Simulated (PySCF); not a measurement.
Species: C3H5O4S (charge -1).
Cartesian coordinates in Å at the GFN2-xTB level; atoms count from 1:
```xyz
13
C3H5O4S angstrom
C      2.2566    0.2360   -0.0458
O      1.0010    0.0569    0.5631
C      0.1057   -0.7630   -0.0900
O      0.4505   -1.4426   -1.0470
C     -1.2081   -0.6534    0.4620
S     -2.2620    0.7378   -0.6602
O     -3.5162    0.7578    0.1217
O     -1.4737    1.9703   -0.4977
H      2.4008   -0.5268   -0.8175
H      3.0281    0.1458    0.7228
H      2.3019    1.2297   -0.5006
H     -1.2534   -0.2248    1.4532
H     -1.8356   -1.5232    0.3183
```

PySCF, density fitting, gas phase, GFN2-xTB geometry. The standard run uses grid level 2 after a coarse-grid start, the def2-universal JK fitting basis (with tight functions added where the orbital basis needs them), an energy threshold of 1e-9 Eh and DIIS. The changed runs have no coarse-grid stage.

**Question.** Standard PBE0/pcSseg-1: E = -815.780153 Eh, HOMO -1.091 eV, LUMO 3.935 eV, 16 cycles (coarse-grid cycles included). What changes at PBE0/pcSseg-1 with: energy threshold 1e-07 Eh?

**Answer.** E = -815.780153 Eh (0.000 mEh), HOMO -1.091 eV (0.000), LUMO 3.935 eV (0.000), 10 SCF cycles. The result matches the standard run within 0.02 mEh and 0.003 eV; such settings steer the iterations and don't enter the energy expression.

The cycles:
```
cycle   1  E = -815.4131770470  dE =  1.588e+00  |g| = 1.412e+00  |ddm| = 3.570e+00
cycle   2  E = -814.4100550899  dE =  1.003e+00  |g| = 2.672e+00  |ddm| = 3.737e+00
cycle   3  E = -815.7564330483  dE = -1.346e+00  |g| = 3.151e-01  |ddm| = 2.874e+00
cycle   4  E = -815.7762953702  dE = -1.986e-02  |g| = 1.366e-01  |ddm| = 4.191e-01
cycle   5  E = -815.7798613250  dE = -3.566e-03  |g| = 3.776e-02  |ddm| = 1.355e-01
cycle   6  E = -815.7801109913  dE = -2.497e-04  |g| = 1.499e-02  |ddm| = 3.788e-02
cycle   7  E = -815.7801487927  dE = -3.780e-05  |g| = 4.701e-03  |ddm| = 1.414e-02
cycle   8  E = -815.7801530877  dE = -4.295e-06  |g| = 1.194e-03  |ddm| = 5.131e-03
cycle   9  E = -815.7801533307  dE = -2.430e-07  |g| = 5.793e-04  |ddm| = 1.499e-03
cycle  10  E = -815.7801533836  dE = -5.292e-08  |g| = 2.562e-04  |ddm| = 6.437e-04
```
